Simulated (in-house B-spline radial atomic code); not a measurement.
Results of a calculation; reference values are marked as such.
# Making a Troullier-Martins p channel for Cl, r_c = 2.01 bohr

Cl, [Ne] 3s2 3p5, non-relativistic LDA (VWN5), spherical and spin-unpolarised, from a B-spline radial code for spherical atoms (atomic units). The all-electron 3p level is ε = -0.320380 hartree, its outermost node lies just inside 0.54 bohr and its outer maximum at 1.43 bohr.

Inside r_c the pseudo-orbital is u(r) = r^2 exp(p(r)), with p = c0 + c2 r² + c4 r⁴ + … + c12 r¹². The seven coefficients follow from p and its first four derivatives at r_c, from zero curvature of the screened potential at the origin, c4 = −c2²/(2l + 5), and from the norm inside r_c. At r_c the all-electron orbital has P = 0.6565142, P' = -0.305447, the screened potential V = -0.6691649, V' = 0.8130355, V'' = -1.397021, and the norm inside is Q = 0.6493272.

(1) What are p, p' and p'' at r_c?

For a trial c2 the five matching conditions are linear in c0, c6, c8, c10 and c12, and c2 is varied until the norm inside r_c equals Q. The root nearest zero gives:

```json
{"n": "0", "c_n": "0.07520454"}
{"n": "2", "c_n": "-0.5026585"}
{"n": "4", "c_n": "-0.03609509"}
{"n": "6", "c_n": "0.01935017"}
{"n": "8", "c_n": "-0.002350784"}
{"n": "10", "c_n": "4.549205e-05"}
{"n": "12", "c_n": "6.660985e-06"}
```

(2) Check c4 and p(r_c), and find the screened pseudopotential at the origin.

Orbitals and screened potentials:

| r (bohr) | P | u | V all-electron | V pseudo |
| --- | --- | --- | --- | --- |
| 0.201 | -0.3515 | 0.04268 | -49.9 | -2.833 |
| 0.502 | -0.05066 | 0.2389 | -11.74 | -2.795 |
| 0.804 | 0.4356 | 0.4984 | -4.994 | -2.61 |
| 1.106 | 0.7004 | 0.6964 | -2.661 | -2.188 |
| 1.407 | 0.7729 | 0.769 | -1.572 | -1.589 |
| 1.708 | 0.7382 | 0.738 | -0.9946 | -1.021 |
| 2.01 | 0.6565 | 0.6565 | -0.6692 | -0.6692 |

Logarithmic derivatives P'/P at R = 2.31 bohr, for energies E around ε:

| E − ε (hartree) | all-electron | pseudo |
| --- | --- | --- |
| -0.5 | 0.71213 | 0.710273 |
| -0.25 | 0.25746 | 0.256435 |
| -0.1 | -0.159884 | -0.160181 |
| 0 | -0.563897 | -0.563897 |
| 0.1 | -1.16826 | -1.16912 |
| 0.25 | -3.10715 | -3.12594 |
| 0.5 | 17.7568 | 16.4624 |

(3) With P(R) = 0.5619208 and a norm of 0.7609942 inside R, what slope in energy does norm conservation fix?

## Answers

(1) p = ln(P/r_c^2) = ln(0.6565142/4.0401) = -1.81708. p' = P'/P − 2/r_c = -0.46526 − 0.99502 = -1.46028. The radial equation gives p'' = 2(V − ε) − 2(2) p'/r_c − p'² = -0.69757 − (-2.90603) − 2.13242 = 0.07604. Differentiating, p''' = 2V' + 2(2)p'/r_c² − 2(2)p''/r_c − 2p'p'' = 0.25104, and p'''' = 2V'' − 4(2)p'/r_c³ + 4(2)p''/r_c² − 2(2)p'''/r_c − 2p''² − 2p'p''' = -0.98284.

(2) −c2²/7 = -0.0360951, as listed. The terms c_n r_c^n are 0.07520, -2.03079, -0.58916, 1.27603, -0.62630, 0.04897, 0.02897, which sum to -1.81708. Inverting the radial equation, V_l(r) = ε + 2 p'/r + (p'' + p'²)/2, so V_l(0) = ε + (2l + 3) c2 = -0.32038 + 5 × (-0.502659) = -2.8337 hartree, finite where the all-electron potential diverges.

(3) d(P'/P)/dE = −2 × (norm inside R)/P(R)² = -4.8202 per hartree·bohr at E = ε, for both atoms, since orbital and norm agree at R. Differences over ±0.1 hartree give -5.0419 (all-electron) and -5.0447 (pseudo), which also hold third-order terms. Half a hartree below ε the two curves differ by -0.0019.
